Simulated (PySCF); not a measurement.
PySCF job for GeH4SSe, SMILES [GeH3][Se]S, TDA-PBE/def2-SVPD. Geometry: PBE-D3(BJ)/def2-SVP. The structure was generated by enumeration, and PubChem lists no compound with its InChIKey, so it may never have been made. The values are those of a single conformer.

```python
import numpy as np
from pyscf import gto, scf, dft, tdscf

mol = gto.M(
    atom='''
    Se   -0.49818261    0.15751959    0.90106982
    S    -1.76390235    0.93339017   -0.78550558
    H    -1.23308683    2.19263977   -0.82873795
    Ge    1.29341053   -0.62843866   -0.46962431
    H     2.33173301   -1.27410769    0.48879861
    H     0.75025629   -1.67056668   -1.47795581
    H     1.92260665    0.57216285   -1.22241163
    ''',
    basis='def2-SVPD',
    charge=0,
    spin=0,
    max_memory=1600,
    verbose=4,
)
mf = dft.RKS(mol, xc='pbe').density_fit(auxbasis='def2-universal-jkfit')
mf.grids.level = 3
mf.conv_tol = 1e-9
mf.max_cycle = 100
mf.kernel()
mf.grids = dft.Grids(mol).set(level=1).build(with_non0tab=True)  # coarser grid for the response kernel
td = tdscf.TDA(mf)
td.singlet = True
td.nstates = 10
td.conv_tol = 1e-4
td.positive_eig_threshold = 1e-6
td.kernel(x0=td.get_init_guess(mf, 15))
td.analyze()
tt = tdscf.TDA(mf)
tt.singlet = False
tt.nstates = 4
tt.conv_tol = 1e-4
tt.positive_eig_threshold = 1e-6
tt.kernel(x0=tt.get_init_guess(mf, 9))
tt.analyze(verbose=3)
```

Output:

```
PySCF version 2.14.0

[INPUT] verbose = 4
[INPUT] num. atoms = 7
[INPUT] num. electrons = 86
[INPUT] charge = 0
[INPUT] spin (= nelec alpha-beta = 2S) = 0
[INPUT] symmetry False subgroup None
[INPUT] Mole.unit = angstrom
[INPUT] Symbol           X                Y                Z      unit          X                Y                Z       unit  Magmom
[INPUT]  1 Se    -0.498182610000   0.157519590000   0.901069820000 AA   -0.941428692921   0.297668884354   1.702775178911 Bohr   0.0
[INPUT]  2 S     -1.763902350000   0.933390170000  -0.785505580000 AA   -3.333292351977   1.763851788661  -1.484390415518 Bohr   0.0
[INPUT]  3 H     -1.233086830000   2.192639770000  -0.828737950000 AA   -2.330196396508   4.143488655129  -1.566087754533 Bohr   0.0
[INPUT]  4 Ge     1.293410530000  -0.628438660000  -0.469624310000 AA    2.444191668329  -1.187576953489  -0.887461327338 Bohr   0.0
[INPUT]  5 H      2.331733010000  -1.274107690000   0.488798610000 AA    4.406336784508  -2.407714587302   0.923695502968 Bohr   0.0
[INPUT]  6 H      0.750256290000  -1.670566680000  -1.477955810000 AA    1.417778911332  -3.156913498024  -2.792931705110 Bohr   0.0
[INPUT]  7 H      1.922606650000   0.572162850000  -1.222411630000 AA    3.633200013768   1.081231085151  -2.310023192183 Bohr   0.0

nuclear repulsion = 521.642443432072
number of shells = 56
number of NR pGTOs = 248
number of NR cGTOs = 138
basis = def2-SVPD
ecp = {}


******** <class 'pyscf.df.df_jk.DFRKS'> ********
method = DFRKS
initial guess = minao
damping factor = 0
level_shift factor = 0
DIIS = <class 'pyscf.scf.diis.CDIIS'>
diis_start_cycle = 1
diis_space = 8
diis_damp = 0
SCF conv_tol = 1e-09
SCF conv_tol_grad = None
SCF max_cycles = 100
direct_scf = False
XC library pyscf.dft.libxc version 7.1.2
    S. Lehtola, C. Steigemann, M. J. T. Oliveira, and M. A. L. Marques,  SoftwareX 7, 1–5 (2018)
XC functionals = pbe
    J. P. Perdew, K. Burke, and M. Ernzerhof,  Phys. Rev. Lett. 77, 3865 (1996)
    J. P. Perdew, K. Burke, and M. Ernzerhof,  Phys. Rev. Lett. 78, 1396 (1997)
    J. P. Perdew, K. Burke, and M. Ernzerhof,  Phys. Rev. Lett. 77, 3865 (1996)
    J. P. Perdew, K. Burke, and M. Ernzerhof,  Phys. Rev. Lett. 78, 1396 (1997)
radial grids:
    Treutler-Ahlrichs [JCP 102, 346 (1995); DOI:10.1063/1.469408] (M4) radial grids

becke partition: Becke, JCP 88, 2547 (1988); DOI:10.1063/1.454033
pruning grids: <function nwchem_prune>
grids dens level: 3
symmetrized grids: False
atomic radii adjust function: <function treutler_atomic_radii_adjust>
small_rho_cutoff = 0
Set gradient conv threshold to 3.16228e-05
Initial guess from minao.
tot grids = 99176
init E= -4876.19241086147
  HOMO = -0.257527178173076  LUMO = -0.126155045129626  gap/eV = 3.57482
cycle= 1 E= -4877.61412068431  delta_E= -1.42  |g|= 0.551  |ddm|= 2.95
  HOMO = -0.199738566471515  LUMO = -0.0803581683034111  gap/eV = 3.24851
cycle= 2 E= -4877.57880250069  delta_E= 0.0353  |g|= 0.713  |ddm|= 0.992
  HOMO = -0.21573774943752  LUMO = -0.101599846300763  gap/eV = 3.10585
cycle= 3 E= -4877.64426416239  delta_E= -0.0655  |g|= 0.103  |ddm|= 0.75
  HOMO = -0.21701619987177  LUMO = -0.097955150903692  gap/eV = 3.23982
cycle= 4 E= -4877.64745181757  delta_E= -0.00319  |g|= 0.025  |ddm|= 0.18
  HOMO = -0.217596778515524  LUMO = -0.0997807974031688  gap/eV = 3.20594
cycle= 5 E= -4877.64765551096  delta_E= -0.000204  |g|= 0.0115  |ddm|= 0.0462
  HOMO = -0.218610693432253  LUMO = -0.0999533294586765  gap/eV = 3.22883
cycle= 6 E= -4877.64768759928  delta_E= -3.21e-05  |g|= 0.00354  |ddm|= 0.0191
  HOMO = -0.218128394429927  LUMO = -0.0996780221216169  gap/eV = 3.22320
cycle= 7 E= -4877.64769221424  delta_E= -4.61e-06  |g|= 0.000541  |ddm|= 0.00675
  HOMO = -0.218181291602928  LUMO = -0.0997196038405943  gap/eV = 3.22351
cycle= 8 E= -4877.64769232425  delta_E= -1.1e-07  |g|= 0.000147  |ddm|= 0.00106
  HOMO = -0.218168375730094  LUMO = -0.0997077046732979  gap/eV = 3.22348
cycle= 9 E= -4877.64769233156  delta_E= -7.31e-09  |g|= 3.99e-05  |ddm|= 0.00023
  HOMO = -0.218170487180017  LUMO = -0.0997091214642367  gap/eV = 3.22350
cycle= 10 E= -4877.64769233213  delta_E= -5.66e-10  |g|= 6.19e-06  |ddm|= 6.63e-05
  HOMO = -0.2181700921948  LUMO = -0.0997090291316525  gap/eV = 3.22349
Extra cycle  E= -4877.64769233212  delta_E= 8.19e-12  |g|= 7.95e-06  |ddm|= 2.29e-05
converged SCF energy = -4877.64769233212
tot grids = 30952
Overwritten attributes  positive_eig_threshold  of <class 'pyscf.tdscf.rks.TDA'>


******** <class 'pyscf.tdscf.rks.TDA'> for <class 'pyscf.df.df_jk.DFRKS'> ********
nstates = 10 singlet
deg_eia_thresh = 1.000e-03
wfnsym = None
conv_tol = 0.0001
eigh lindep = 1e-12
eigh level_shift = 0
eigh max_cycle = 100


Excitation energies (eV)
[3.5438034  3.73397669 4.59532495 4.83295251 5.13486189 5.37059685
 5.75363792 5.84395289 6.03333999 6.05243203]

** Singlet excitation energies and oscillator strengths **
Excited State   1:      3.54380 eV    349.86 nm  f=0.0025
      43 -> 44        0.70348
Excited State   2:      3.73398 eV    332.04 nm  f=0.0053
      42 -> 44       -0.70370
Excited State   3:      4.59532 eV    269.81 nm  f=0.0104
      43 -> 45        0.70162
Excited State   4:      4.83295 eV    256.54 nm  f=0.0434
      42 -> 45        0.68500
Excited State   5:      5.13486 eV    241.46 nm  f=0.0050
      43 -> 46        0.69703
Excited State   6:      5.37060 eV    230.86 nm  f=0.0184
      42 -> 46       -0.69492
Excited State   7:      5.75364 eV    215.49 nm  f=0.0057
      38 -> 44        0.11502
      41 -> 44        0.44116
      43 -> 47       -0.53159
Excited State   8:      5.84395 eV    212.16 nm  f=0.0316
      38 -> 44       -0.17255
      40 -> 44        0.13472
      41 -> 44       -0.46584
      43 -> 47       -0.45118
Excited State   9:      6.03334 eV    205.50 nm  f=0.0036
      38 -> 44        0.10414
      39 -> 44       -0.32665
      40 -> 44        0.42220
      42 -> 47       -0.43453
Excited State  10:      6.05243 eV    204.85 nm  f=0.0040
      39 -> 44        0.34210
      40 -> 44       -0.25650
      42 -> 47       -0.53812

** Transition electric dipole moments (AU) **
state          X           Y           Z        Dip. S.      Osc.
  1         0.1179      0.0530      0.1081      0.0284      0.0025
  2        -0.1387      0.0435      0.1908      0.0575      0.0053
  3         0.1167      0.2705      0.0748      0.0924      0.0104
  4         0.5384     -0.2346     -0.1483      0.3669      0.0434
  5        -0.1665      0.0517     -0.0967      0.0398      0.0050
  6        -0.2940      0.1284      0.1927      0.1401      0.0184
  7         0.1958     -0.0099      0.0469      0.0406      0.0057
  8        -0.3257      0.2732     -0.2005      0.2209      0.0316
  9         0.1295      0.0829      0.0264      0.0244      0.0036
 10        -0.1198     -0.0173     -0.1112      0.0270      0.0040

** Transition velocity dipole moments (imaginary part, AU) **
state          X           Y           Z        Dip. S.      Osc.
  1         0.0215      0.0561      0.0005      0.0036      0.0185
  2        -0.0428      0.0123      0.0456      0.0041      0.0197
  3         0.0245      0.0534      0.0106      0.0036      0.0141
  4         0.0423     -0.0157     -0.0089      0.0021      0.0079
  5        -0.0126      0.0190     -0.0032      0.0005      0.0019
  6        -0.0646      0.0271      0.0436      0.0068      0.0230
  7         0.0125      0.0055     -0.0058      0.0002      0.0007
  8        -0.0260      0.0280     -0.0151      0.0017      0.0052
  9         0.0230      0.0187     -0.0157      0.0011      0.0034
 10        -0.0040     -0.0035     -0.0211      0.0005      0.0014

** Transition magnetic dipole moments (imaginary part, AU) **
state          X           Y           Z
  1        -0.1387      0.0293      0.3741
  2         0.0267     -0.0243     -0.0144
  3         0.1870      0.0290     -0.1599
  4        -0.4655     -0.8248     -0.1237
  5        -0.7170      0.4085      0.0369
  6        -0.3242     -0.4805     -0.1635
  7        -0.1963     -0.3898      0.3747
  8         0.2133      0.7012      0.4712
  9        -0.0222     -0.2479      0.0159
 10        -0.0017     -0.1860      0.1066


******** <class 'pyscf.tdscf.rks.TDA'> for <class 'pyscf.df.df_jk.DFRKS'> ********
nstates = 4 triplet
deg_eia_thresh = 1.000e-03
wfnsym = None
conv_tol = 0.0001
eigh lindep = 1e-12
eigh level_shift = 0
eigh max_cycle = 100


Excitation energies (eV)
[2.92842729 3.12445701 4.19246775 4.43759626]

** Triplet excitation energies and oscillator strengths **
Excited State   1:      2.92843 eV    423.38 nm  f=0.0000
Excited State   2:      3.12446 eV    396.82 nm  f=0.0000
Excited State   3:      4.19247 eV    295.73 nm  f=0.0000
Excited State   4:      4.43760 eV    279.39 nm  f=0.0000
```

The calculation finished and met its thresholds.
